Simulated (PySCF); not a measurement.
One of the candidates below gave these computed data.

All candidates are C8H10O.

* Rotational structure: rotational constants A, B, C: 2.452, 1.095, 0.815 GHz [GFN2-xTB]
* 1H NMR: chemical shifts (computed TMS as zero) by class: 2.61 (1 H), 2.43 (1 H), 2.14 (1 H), 1.32 (1 H), 1.32 (3 H), 1.17 (1 H), 0.78 (1 H), 0.63 (1 H) ppm [GIAO PBE0/pcSseg-1]
* 13C NMR: chemical shifts (computed TMS as zero) by class: 91.0 (1 C), 70.6 (1 C), 48.0 (1 C), 43.8 (1 C), 33.1 (1 C), 25.3 (1 C), 15.3 (1 C), 13.4 (1 C) ppm [GIAO PBE0/pcSseg-1]
* Dipole: 1.18 D [PBE0/pcSseg-1]
* NMR, other nuclei: isotropic shieldings of nuclei other than C and H, by class: 316 (1 O) ppm [GIAO PBE0/pcSseg-1]

Gas-phase values; electronic properties from PySCF, density fitting. Levels stand in brackets. One conformer (not necessarily the lowest) at the GFN2-xTB geometry, without solvent, vibrations or thermal averaging. Each NMR value is the plain mean over a class of atoms that symmetry, rotation or inversion makes alike.

Question: Which candidate is it?
A. `C=CC(=C)C(=C)C(C)=O`
B. `COc1cccc(C)c1`
C. `C#C[C@@H]1[C@@H](C)[C@H]1[C@H]1CO1`
D. `C=CC[C@H](C#CC)C=O`
E. `COCc1ccccc1`

Answer: C. It is `C#C[C@@H]1[C@@H](C)[C@H]1[C@H]1CO1`. Numbering: `[CH:1]#[C:2][C@@H:3]1[C@@H:4]([CH3:5])[C@H:6]1[C@H:7]1[CH2:8][O:9]1`. Its formula, C8H10O, gives 4 degrees of unsaturation: 2 rings and 2 π bonds in the structure found. 8 carbons fall into 8 classes; from least to most shielded: alkyne carbon [C2] (91.0 ppm), terminal alkyne carbon [C1] (70.6 ppm), ring sp3 carbon bound to oxygen [C7] (48.0 ppm), ring sp3 carbon bound to oxygen [C8] (43.8 ppm), three-membered-ring carbon [C6] (33.1 ppm), three-membered-ring carbon [C4] (25.3 ppm), methyl carbon [C5] (15.3 ppm), propargylic carbon [C3] (13.4 ppm). Hydrogen classes from least to most shielded: 1 H on an sp3 carbon bound to oxygen, C8 (2.61 ppm), 1 H on an sp3 carbon bound to oxygen, C8 (2.43 ppm), 1 H on an sp3 carbon bound to oxygen, C7 (2.14 ppm), 1 H on a three-membered-ring carbon, C4 (1.32 ppm), 3 H on a methyl carbon, C5 (1.32 ppm, a mean of values up to 1.2 ppm apart in this geometry), 1 H on a terminal alkyne carbon, C1 (1.17 ppm), 1 H on a propargylic carbon, C3 (0.78 ppm), 1 H on a three-membered-ring carbon, C6 (0.63 ppm). The other shieldings belong to: 316 ppm, epoxide oxygen [O9]. The optimised geometry has point group C1 and is an asymmetric top.

The others, at the same levels:
- `COCc1ccccc1` fails: it has 6 carbon classes against 8; its computed 13C shifts are 145.7 (1 C), 134.1 (2 C), 134.0 (2 C), 133.3 (1 C), 78.8 (1 C), 57.9 (1 C) ppm, 1H shifts are 7.72 (2 H), 7.66 (2 H), 7.58 (1 H), 4.67 (2 H), 3.21 (3 H) ppm and rotational constant A is 3.593 GHz (against 2.452 GHz).
- `COc1cccc(C)c1` fails: its computed 13C shifts are 167.0 (1 C), 145.0 (1 C), 134.6 (1 C), 126.0 (1 C), 123.5 (1 C), 109.3 (1 C), 55.6 (1 C), 24.0 (1 C) ppm, 1H shifts are 7.48 (1 H), 7.09 (1 H), 7.00 (1 H), 6.57 (1 H), 3.90 (3 H), 2.46 (3 H) ppm and rotational constant A is 3.574 GHz (against 2.452 GHz).
- `C=CC(=C)C(=C)C(C)=O` fails: its computed 13C shifts are 202.3 (1 C), 159.2 (1 C), 155.0 (1 C), 144.6 (1 C), 132.8 (1 C), 122.7 (1 C), 120.4 (1 C), 32.9 (1 C) ppm, 1H shifts are 6.36 (1 H), 6.32 (1 H), 6.18 (1 H), 5.93 (1 H), 5.71 (1 H), 5.58 (1 H), 5.56 (1 H), 2.31 (3 H) ppm and smallest rotational constant is 0.991 GHz (against 0.815 GHz).
- `C=CC[C@H](C#CC)C=O` fails: its computed 13C shifts are 202.7 (1 C), 143.7 (1 C), 124.4 (1 C), 92.9 (1 C), 80.6 (1 C), 44.4 (1 C), 41.3 (1 C), 4.8 (1 C) ppm, 1H shifts are 9.65 (1 H), 6.88 (1 H), 5.52 (1 H), 5.52 (1 H), 3.04 (1 H), 2.81 (1 H), 2.30 (1 H), 2.11 (3 H) ppm and rotational constant A is 1.784 GHz (against 2.452 GHz).

Each candidate is one conformer, not necessarily the lowest. The conformers computed, where there is a choice (atom-mapped SMILES and torsion angles):
- `[CH:1]#[C:2][C@@H:3]1[C@@H:4]([CH3:5])[C@H:6]1[C@H:7]1[CH2:8][O:9]1`: C4–C6–C7–C8 -178°
- `[CH3:1][O:2][CH2:3][c:4]1[cH:5][cH:6][cH:7][cH:8][cH:9]1`: C1–O2–C3–C4 67°, O2–C3–C4–C5 -133°
- `[CH3:1][O:2][c:3]1[cH:4][cH:5][cH:6][c:7]([CH3:8])[cH:9]1`: C1–O2–C3–C4 0°
- `[CH2:1]=[CH:2][C:3](=[CH2:4])[C:5](=[CH2:6])[C:7]([CH3:8])=[O:9]`: C1–C2–C3–C4 22°, C2–C3–C5–C6 -124°, C3–C5–C7–C8 23°
- `[CH2:1]=[CH:2][CH2:3][C@H:4]([C:5]#[C:6][CH3:7])[CH:8]=[O:9]`: C1–C2–C3–C4 126°, C2–C3–C4–C5 58°, C3–C4–C8–O9 -125°
